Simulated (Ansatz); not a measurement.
System: CH$_{2}$N, net charge 0, doublet state. It need not be the lowest isomer of its formula. 
Geometry from a B3LYP-D3(BJ)/def2-TZVP (Ansatz, an electronic-structure program) optimisation:
```xyz
4

C      0.0330     0.0062    -0.6452
N     -0.0307    -0.0059     0.5805
H      0.9162     0.2940    -1.2272
H     -0.8993    -0.2899     1.0349
```
Charge 0, spin multiplicity 2.

Basis-set convergence of Hartree-Fock and MP2 correlation energies (hartree) with Ansatz. Cores are frozen in the correlated levels unless marked. Open shells are spin-unrestricted. Spin-orbit coupling is left out. Non-relativistic.

```
basis    functions      E(HF)  E(corr, MP2)
-------  ---------  ---------  ------------
cc-pVDZ         38  -93.40959      -0.27090
cc-pVTZ         88  -93.43684      -0.33543
cc-pVQZ        170  -93.44394      -0.35829
```

Extrapolating the two largest sets (X = 3 and 4) as X^-3: E(corr) = (64·(-0.35829) - 27·(-0.33543))/37 = -0.3750 Eh, an estimate of the basis-set limit. The largest set recovers 95.6 % of it, the smallest 72.2 %.
